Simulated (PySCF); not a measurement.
**First hyperpolarisability: `O=C1OB(C(F)(F)F)OC1=O`, C3BF3O4**

Geometry (Å), atoms numbered from 1 in this order:
```xyz
11

O     2.602    1.593   -0.359
C     1.721    0.823   -0.199
O     0.384    1.126   -0.234
B    -0.325   -0.013   -0.011
C    -1.952   -0.066    0.052
F    -2.456   -1.241   -0.356
F    -2.400    0.121    1.307
F    -2.541    0.875   -0.701
O     0.471   -1.100    0.180
C     1.781   -0.704    0.087
O     2.720   -1.410    0.207
```

Level of theory: quadratic response BHandHLYP/def2-SVPD first hyperpolarisability, Taylor convention, gas phase in PySCF. Geometry: GFN2-xTB.

Problem. What is the first hyperpolarisability, and how does it disperse?

Solution. In au, Taylor convention; the vector part is βᵢ = ⅓ Σⱼ (βᵢⱼⱼ + βⱼᵢⱼ + βⱼⱼᵢ); β∥ is 3/5 of the vector part along the dipole, the dipole points from − to +:
| process | λ (nm) | β vector norm | β∥ | β HRS | depolarisation ratio |
| --- | --- | --- | --- | --- | --- |
| static β(0;0,0) | ∞ | 13.7 | 7.1 | 24.7 | 1.58 |
| second harmonic β(−2ω;ω,ω) | 1064 | 12.4 | 6.2 | 27.5 | 1.55 |
| Pockels β(−ω;ω,0) | 1064 | 13.3 | 6.9 | – | – |
| second harmonic β(−2ω;ω,ω) | 800 | 11.1 | 5.2 | 30.1 | 1.54 |
| Pockels β(−ω;ω,0) | 800 | 13.0 | 6.6 | – | – |

Problem. Which lowest excitations, dipole and polarisabilities go with it?

Solution. S1 4.25 eV (f = 0.000); S2 5.54 eV (f = 0.000); S3 7.18 eV (f = 0.098); dipole 0.58 D; isotropic α 56.8 au static, 57.1 au at 1064 nm, 57.4 au at 800 nm, 58.2 au at 532 nm, 59.3 au at 400 nm.
